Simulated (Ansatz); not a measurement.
`OB(F)S[SiH3]` + `CNC` → `CN(C)B(O)F` + `[SiH3]S`  (ligand exchange at a B–S bond)

Gas-phase electronic energies from Ansatz, PBE0-D4/def2-TZVP geometries. CCSD(T)/CBS adds triple-zeta CCSD(T) − MP2 to the extrapolated MP2 energy (def2 sets, frozen cores). DFT in def2-TZVPP. B3LYP here is the variant with VWN-RPA as its local correlation; programs differ in this. Each species was taken in one conformer, which may not be the lowest.

```json
{"level": "PBE-D4", "ΔE (kcal/mol)": "-8.4", "difference from CCSD(T)/CBS": "1.6"}
{"level": "r2SCAN-D4", "ΔE (kcal/mol)": "-9.3", "difference from CCSD(T)/CBS": "0.7"}
{"level": "PBE0-D4", "ΔE (kcal/mol)": "-9.2", "difference from CCSD(T)/CBS": "0.8"}
{"level": "B3LYP-D4", "ΔE (kcal/mol)": "-10.2", "difference from CCSD(T)/CBS": "-0.2"}
{"level": "B2PLYP", "ΔE (kcal/mol)": "-10.0", "difference from CCSD(T)/CBS": "0.0"}
{"level": "PBE", "ΔE (kcal/mol)": "-8.4", "difference from CCSD(T)/CBS": "1.6"}
{"level": "r2SCAN", "ΔE (kcal/mol)": "-9.2", "difference from CCSD(T)/CBS": "0.8"}
{"level": "PBE0", "ΔE (kcal/mol)": "-9.1", "difference from CCSD(T)/CBS": "0.9"}
{"level": "B3LYP", "ΔE (kcal/mol)": "-10.2", "difference from CCSD(T)/CBS": "-0.2"}
{"level": "HF/def2-TZVPP", "ΔE (kcal/mol)": "-10.9", "difference from CCSD(T)/CBS": "-0.9"}
{"level": "MP2/def2-TZVPP", "ΔE (kcal/mol)": "-9.4", "difference from CCSD(T)/CBS": "0.6"}
{"level": "CCSD(T)/def2-TZVPP", "ΔE (kcal/mol)": "-10.2", "difference from CCSD(T)/CBS": "-0.2"}
{"level": "MP2/def2-QZVPP", "ΔE (kcal/mol)": "-9.4", "difference from CCSD(T)/CBS": "0.6"}
{"level": "SCS-MP2/def2-QZVPP", "ΔE (kcal/mol)": "-9.7", "difference from CCSD(T)/CBS": "0.3"}
{"level": "HF/CBS(def2)", "ΔE (kcal/mol)": "-11.1", "difference from CCSD(T)/CBS": "-1.1"}
{"level": "MP2/CBS(def2)", "ΔE (kcal/mol)": "-9.2", "difference from CCSD(T)/CBS": "0.8"}
{"level": "CCSD(T)/CBS", "ΔE (kcal/mol)": "-10.0", "difference from CCSD(T)/CBS": "0"}
```

Largest T1 diagnostic among the species: 0.013.

From PBE to PBE0 (25 % exact exchange), in def2-TZVPP and without D4, ΔE moves by −0.7 kcal/mol.
